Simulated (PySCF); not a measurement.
Species: C4H5FN2.
SMILES: `C/N=C/[C@@H](F)C#N`

A PySCF run (density fitting, gas phase, GFN2-xTB geometry) gave HOMO -11.86 eV, LUMO 3.09 eV, dipole 3.80 D and E = -362.762 Eh.

Question: Which of these levels was it?
A. PBE0/pcSseg-1
B. B97-D/ANO-RCC-VDZP
C. PBE0/def2-SVPD
D. HF/6-311G**
E. X3LYP/def2-SVPD

Answer: D. It is HF/6-311G**. All candidates on this geometry:

| level and settings | kind | basis functions | SCF cycles | E (Eh) | HOMO (eV) | LUMO (eV) | dipole (D) |
| --- | --- | --- | --- | --- | --- | --- | --- |
| B97-D/ANO-RCC-VDZP, start guess atom, damping 0.1 at the start, DIIS from the seventh cycle | GGA | 123 | 25 | -364.5865 | -6.52 | -2.20 | 3.58 |
| X3LYP/def2-SVPD | global hybrid | 183 | 15 | -364.3223 | -7.97 | -1.53 | 3.71 |
| PBE0/def2-SVPD | global hybrid | 183 | 14 | -364.0613 | -8.13 | -1.39 | 3.71 |
| PBE0/pcSseg-1 | global hybrid | 144 | 15 | -364.2751 | -8.08 | -1.25 | 3.74 |
| HF/6-311G**, fitting basis def2-qzvpp-jkfit | Hartree–Fock | 156 | 12 | -362.7620 | -11.86 | 3.09 | 3.80 |

The nearest other candidate, by the summed differences of HOMO and LUMO, is PBE0/pcSseg-1: its HOMO differs by +3.78 eV and its LUMO by -4.34 eV. B97-D ran without the empirical dispersion term, which would shift the total energy alone. Cycle counts include a coarse-grid stage where the run had one. All basis functions are spherical, in the Pople sets too. ANO-RCC sets were contracted for a scalar-relativistic Hamiltonian, but ran non-relativistically here.

The values belong to the conformer `[CH3:1]/[N:2]=[CH:3]/[C@@H:4]([F:5])[C:6]#[N:7]`: N2–C3–C4–F5 145°.
